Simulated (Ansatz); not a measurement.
Mulliken charges of C$_{2}$H$_{5}$BCl$_{2}$, SMILES `BC(C)(Cl)Cl` from ωB97M-V/def2-TZVPP in Ansatz (PBE0-D4/def2-TZVP geometry).

```
atom   x (Å)   y (Å)   z (Å)  charge (e)
  B1  -0.821   1.200  -0.126      -0.321
  C2  -0.006  -0.088  -0.446       0.122
  C3   0.899  -0.765   0.533      -0.275
 Cl4  -1.790  -0.674  -0.170      -0.028
 Cl5   0.472  -0.398  -2.099      -0.044
  H6  -0.835   1.569   1.009       0.077
  H7  -1.253   1.855  -1.021       0.097
  H8   1.887  -0.304   0.447       0.120
  H9   0.999  -1.831   0.328       0.133
 H10   0.530  -0.614   1.548       0.117
```

Problem. By hand: the dipole of these point charges (1 e Å = 4.8032 D).

Solution. Σ q r = (0.280, -0.200, 0.194) e Å, of length 0.395 e Å = 1.90 D.

Problem. How does the dipole of the full density compare? (Best estimate.)

Solution. The calculation gave: (0.238, -0.179, 0.228) e Å, 1.80 D; the point charges give 1.06 times that, at 8° from its direction.

Point charges leave out the atoms' own dipoles, such as those of lone pairs, and Mulliken's split depends on the basis, so the close match here is no proof of good charges.
